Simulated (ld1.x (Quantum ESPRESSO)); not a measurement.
# Which change was made? (Pt, TM)

platinum, norm-conserving Troullier–Martins (Kleinman–Bylander form), made with ld1.x (Quantum ESPRESSO) 7.5 (PBE, scalar-relativistic). Core [Kr] 4d10 4f14 5s2, reference 5p6 5d8 6s0 6p0 (charge +2). Waves: 6s (bound, empty): rc 1.70 bohr; 5p (bound): rc 1.00 bohr; 5d (bound): rc 2.10 bohr; 5f channel at -0.15 Ry: rc 2.20 bohr. Local part: all-electron potential smoothed inside 1.35 bohr (lloc = -1). Core correction: a·sin(br)/r model core inside 0.85 bohr.

Cutoffs, loose and tight: the cutoffs (Ry, on a coarse ladder) from which the occupation-weighted sum of valence levels, in a spherical-Bessel basis at the reference potential, stays within 10 and 1 mRy of its value at 400 Ry. They do not see the model core or the augmentation charge, which bear on the density cutoff. Test errors are all-electron minus pseudo excitation energies from the reference, over the configurations 5p6 5d9 6s1 6p0; 5p6 5d9 6s0 6p0; 5p6 5d7 6s0 6p0; 5p6 5d9 6s0 6p1; 5p6 5d8 6s1 6p0; 5p6 5d9 6s0.5 6p0; 5p6 5d8 6s2 6p0; variants that change the core or the reference have their own tests.

The base gives: outcome: generated; cutoff, loose: 140 Ry; cutoff, tight: 230 Ry; bound ghosts: s; largest test error (meV): +19.

(1) After one change the result is: outcome: generated; cutoff, loose: 140 Ry; cutoff, tight: 200 Ry; bound ghosts: d, s; largest test error (meV): -82. Which change was it?
A. type PAW; waves now 6s (bound): rcut 1.50, rcutus 1.70 bohr; 6s channel at -0.8 Ry: rcut 1.50, rcutus 1.70 bohr; 5p (bound): rc 1.00 bohr; 6p (bound): rc 1.00 bohr; 5d (bound): rcut 1.85, rcutus 2.10 bohr; 5d channel at -0.75 Ry: rcut 1.85, rcutus 2.10 bohr; 5f channel at -0.15 Ry: rc 2.20 bohr; local potential the f channel; augmentation GAUSS, radius 0.85 bohr
B. wave 6s (bound): rc 1.70 bohr becomes 6s (bound): rc 1.38 bohr
C. local potential all-electron potential smoothed inside 1.26 bohr (lloc = -1)
D. all radii but the core radius scaled by about 1.16 (s 1.98, p 1.16, d 2.44, f 2.56 bohr); local potential all-electron potential smoothed inside 1.58 bohr (lloc = -1)

Answers

(1) D. The others give: type PAW; waves now 6s (bound): rcut 1.50, rcutus 1.70 bohr; 6s channel at -0.8 Ry: rcut 1.50, rcutus 1.70 bohr; 5p (bound): rc 1.00 bohr; 6p (bound): rc 1.00 bohr; 5d (bound): rcut 1.85, rcutus 2.10 bohr; 5d channel at -0.75 Ry: rcut 1.85, rcutus 2.10 bohr; 5f channel at -0.15 Ry: rc 2.20 bohr; local potential the f channel; augmentation GAUSS, radius 0.85 bohr → outcome: failed: invmat: error in DGETRF | wave 6s (bound): rc 1.70 bohr becomes 6s (bound): rc 1.38 bohr → outcome: generated; cutoff, loose: 140 Ry; cutoff, tight: 230 Ry; bound ghosts: s; largest test error (meV): -137 | local potential all-electron potential smoothed inside 1.26 bohr (lloc = -1) → outcome: generated; cutoff, loose: 140 Ry; cutoff, tight: 230 Ry; bound ghosts: s; largest test error (meV): +27.
